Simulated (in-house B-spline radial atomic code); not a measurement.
Ionising K³⁺ with different functionals

Computed with a radial B-spline atomic code at the basis-set limit: four-component Dirac-Coulomb Hamiltonian, Fermi nucleus of rms radius 3.4349 fm, spin-restricted, spherical fractional occupations for the functionals. The ionisation energy is the difference of two self-consistent energies, [Ne] 3s2 3p4 → [Ne] 3s2 3p3, without Breit or QED terms; ε is the level of the shell that loses the electron (mean over j). The electron is taken from both j subshells in proportion to 2j + 1, so the result is a j average, not the step between ground levels.

Hybrids are left out here: with spherical fractional occupations of an open shell their exact exchange keeps a self-interaction that integer-occupation calculations don't have.

| method | rung | ΔSCF (eV) | -ε(3p) (eV) |
| --- | --- | --- | --- |
| LDA VWN5 | LDA | ? | ? |
| relativistic LDA | LDA | 63.09 | 54.84 |
| LDA PW92 | LDA | 63.09 | 54.84 |
| LDA exchange-only | LDA | ? | ? |
| PBE | GGA | 63.03 | 54.78 |
| PBEsol | GGA | 62.95 | 54.71 |
| BLYP | GGA | 62.88 | 54.63 |
| RPBE | GGA | 63.01 | 54.76 |
| PW91 | GGA | 63.12 | 54.87 |
| BP86 | GGA | 63.11 | 54.86 |
| AM05 | GGA | 62.94 | 54.69 |
| OLYP | GGA | 63.16 | 54.90 |

Q: What does LDA VWN5 give?

A: ΔSCF 63.09 eV, and -ε(3p) = 54.84 eV.

Q: What does LDA exchange-only give?

A: ΔSCF 61.43 eV, and -ε(3p) = 53.20 eV.

Q: How do they compare with the NIST value?

A: NIST lists 60.92 eV ± 0.019 (semi-empirical, ground level to ground level). Errors run from +0.51 to +2.24 eV. The correlated functionals all miss on the same side by more than they spread, so the cause is common to them (Breit-QED terms, spin polarisation, the choice among j levels, multiplet and fine-structure energies, or a listed next ion that isn't the cheapest removal here) and closeness doesn't rank the functionals.
